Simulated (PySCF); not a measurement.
Geometries of 2 isomers of C3H9Bi, from PySCF, PBE0-D3(BJ)/def2-SVP geometry optimisation, gas phase, def2 core potentials past Kr. One conformer each, no zero-point energy, no frequencies.

Task: Which is lower in electronic energy at this level?
A.
```xyz
13
angstrom
Bi     0.012    0.007    1.292
C      1.903   -0.002    0.030
H      2.547    0.841    0.318
H      1.627    0.088   -1.030
H      2.445   -0.944    0.192
C     -0.951    1.645    0.043
H     -0.821    1.409   -1.022
H     -0.475    2.609    0.269
H     -2.022    1.705    0.280
C     -0.949   -1.641    0.056
H     -2.036   -1.634    0.222
H     -0.543   -2.616    0.359
H     -0.737   -1.466   -1.008
```
B.
```xyz
13
angstrom
Bi     0.975    1.712    0.925
H      2.462    1.665   -0.087
H      0.263    2.959   -0.160
C      0.001   -0.013   -0.259
C     -1.492   -0.040    0.015
C      0.689   -1.321    0.090
H      0.185    0.237   -1.315
H     -1.984    0.906   -0.260
H     -1.710   -0.235    1.078
H     -1.980   -0.844   -0.565
H      0.244   -2.159   -0.478
H      1.765   -1.302   -0.144
H      0.582   -1.568    1.160
```

Result: A. That is BiMe3, `[CH3][Bi]([CH3])[CH3]`, 3.9 kcal/mol below the other.

| SMILES | atoms numbered as above | E (Eh) | relative (kcal/mol) | relative (kJ/mol) | dipole (D) |
| --- | --- | --- | --- | --- | --- |
| [CH3][Bi]([CH3])[CH3] | – | -334.11500 | 0.0 | 0.0 | 0.21 |
| [H][Bi]([H])[CH](C)C | – | -334.10876 | 3.9 | 16.4 | 0.99 |
